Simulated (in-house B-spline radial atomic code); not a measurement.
Ionising the boron ion B⁴⁺ with different functionals

Computed with a radial B-spline atomic code at the basis-set limit: non-relativistic Hamiltonian, point nucleus, spin-polarised at highest spin, spherical fractional occupations for the functionals, and exact exchange of hybrids averaged over the configuration. The ionisation energy is the difference of two self-consistent energies, 1s1 → bare nucleus, without Breit or QED terms; ε is the level of the shell that loses the electron (its least bound occupied spin orbital).

```csv
method,rung,ΔSCF (eV),-ε(1s) (eV)
B3LYP,global hybrid,339.72,314.90
TPSSh,global hybrid,340.15,313.74
M06-2X,global hybrid,339.89,323.33
BHandHLYP,global hybrid,?,?
CAM-B3LYP,range-separated hybrid,?,?
```

**Question.** What does BHandHLYP give?

**Answer.** ΔSCF 339.96 eV, and -ε(1s) = 324.36 eV.

**Question.** What does CAM-B3LYP give?

**Answer.** ΔSCF 339.43 eV, and -ε(1s) = 316.78 eV.

**Question.** Among the functionals, which spreads more, the ΔSCF values or the orbital energies?

**Answer.** The orbital energies: ΔSCF values span about 0.72 eV and the orbital energies 10.62 eV; here energy differences depend much less on the functional than eigenvalues do.

**Question.** How do they compare with the NIST value?

**Answer.** NIST lists 340.226 eV (tabulated theory, ground level to ground level). Errors run from -0.80 to -0.08 eV; TPSSh is closest (-0.08 eV), but part of that can be cancellation, since the calculations leave out relativity, Breit-QED terms.
